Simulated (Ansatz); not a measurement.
Single points on the cluster HgF₂⁻.

```yaml
crystal:
  periodic: [false, false, false]
  atoms:
    - {symbol: Hg, position_ang: [-0.194399, -0.273183, 0.218475]}
    - {symbol: F, position_ang: [0.335460, 1.369302, 1.644264]}
    - {symbol: F, position_ang: [-0.141071, -1.096119, -1.862729]}
basis:
  gaussian: {orbitals: def2-TZVPD, initial_orbitals: start.molden}
total_charge: -1
magnetization: {spin_polarized: true, initial_magnetization: 1}
correlation: {method: mp2}
scf: {omitted_lower_state_checks: [starts]}
output: {orbitals: {seedname: orbitals}}
```

The file start.molden holds the orbitals of an earlier run on this structure, at another level or in another basis.

```sh
$ ansatz run in.yaml --threads 4 --pin off --events-out ev --progress --plain --max-ram 3916MiB
```

It prints (some lines left out):

```
Functional definition: HF
903 factors; integrals over basis functions are off by at most 4.5e-4 eV
mean field evaluation 1: about -9563.7485 eV, gradient 1.7e1 eV
mean field evaluation 2: about -9564.6721 eV, gradient 1.1e0 eV
mean field evaluation 4: about -9564.7204 eV, gradient 1.3e-1 eV
mean field evaluation 8: about -9564.7205 eV, gradient 2.9e-6 eV
mean field -9564.72045372 eV, -351.4969934738 hartree, gradient 2.9e-6 eV, S^2 0.765420; 0 other end points of the search recorded, 0 dependent functions left out
2 core orbitals not correlated: weight in the atoms' cores, before any rotation towards them, 1.000 or more for the frozen orbitals, at most 0.000 for the correlated occupied ones
reference -9564.72045372 eV, -351.4969934738 hartree; 18, 17 occupied and 106, 107 virtual orbitals, 903 factors
second order -26.69751242 eV of doubles, -0.00000000 eV of singles
Total energy: -9591.41796614 eV, -352.4781089590 hartree
Checks for a lower state left out: starts
```

It took 0.95 s on 4 threads of Arm Neoverse V2 on a shared host.

The first input with `hamiltonian: {xc: {text: "exchange = 0.50*pbe_x + 0.50*exact_x\ncorrelation = pbe_c"}}` and without the key `correlation` (abridged; 1.4 s):

```
Functional definition: unnamed
mean field -9607.46869042 eV, -353.0679621966 hartree, gradient 9.3e-6 eV, S^2 0.759614
Total energy: -9607.46871311 eV, -353.0679630305 hartree
Checks for a lower state left out: starts
```

As the first input, with `hamiltonian: {xc: r2scan, dispersion: d4}` and without the key `correlation` (abridged; 2.6 s):

```
Functional definition: r2SCAN
mean field -9613.85938555 eV, -353.3028159111 hartree, gradient 1.8e-5 eV, S^2 0.755432
Total energy: -9613.86816827 eV, -353.3031386702 hartree
Checks for a lower state left out: starts
```

As the first input, with `gaussian: {orbitals: def2-SVPD, initial_orbitals: start.molden}`, `hamiltonian: {xc: pbe, dispersion: d4}` and without the key `correlation` (abridged; 0.7 s):

```
Functional definition: PBE
mean field -9604.00767642 eV, -352.9407722782 hartree, gradient 1.3e-5 eV, S^2 0.751493
Total energy: -9604.04805167 eV, -352.9422560415 hartree
Checks for a lower state left out: starts
```

First input, but with `hamiltonian: {xc: pbe0, dispersion: d4}` and without the key `correlation`, `scf` (abridged; 1.8 s):

```
Functional definition: PBE0
mean field evaluation 16: about -9608.7377 eV, gradient 4.1e-2 eV
mean field -9608.78536088 eV, -353.1163489436 hartree, gradient 2.1e-5 eV, S^2 0.755384; 1 other end points of the search recorded, 0 dependent functions left out
Total energy: -9608.81905010 eV, -353.1175869998 hartree
```

First input, but with `hamiltonian: {xc: {name: BHLYP}, dispersion: d4}`, `output: {forces: true, orbitals: {seedname: orbitals}}` and without the key `correlation` (abridged; 1.6 s):

```
Functional definition: BHLYP
mean field -9608.37912979 eV, -353.1014202265 hartree, gradient 2.6e-5 eV, S^2 0.759213
Total energy: -9608.43440863 eV, -353.1034516865 hartree
Atom 0 force     0.048030     0.067452    -0.054078 eV/Å
Atom 1 force    -0.066008    -0.251011    -0.282065 eV/Å
Atom 2 force     0.017978     0.183558     0.336143 eV/Å
Dipole moment:    -0.207538    -0.291643     0.233261 e Å
Checks for a lower state left out: starts
```

The first input with `hamiltonian: {xc: pbe}`, `correlation: {method: rpa}` and without the key `output` (abridged; 2 s):

```
Functional definition: PBE
mean field -9610.37836943 eV, -353.1748909282 hartree, gradient 7.7e-6 eV, S^2 0.751608
2 core orbitals not correlated: weight in the atoms' cores, before any rotation towards them, 1.000 or more for the frozen orbitals, at most 0.000 for the correlated occupied ones
Total energy: -9600.42578616 eV, -352.8091402392 hartree
Checks for a lower state left out: starts
```

Geometry: PBE-D4/def2-TZVPD.

In the def2 sets Hg takes a core potential; there is no spin–orbit coupling. Correlated methods freeze 2 core orbitals; core or outer-core shells of Hg are correlated, in sets that lack core-valence functions. At PBE-D4/def2-SVPD the highest occupied level of the charge -1 doublet lies above zero (up to 0.17 eV). By energy differences its removal costs 2.89 eV (vertical, to the charge 0 singlet, at CCSD(T)/def2-TZVPPD). The structure comes from a short search, and lower isomers may exist.
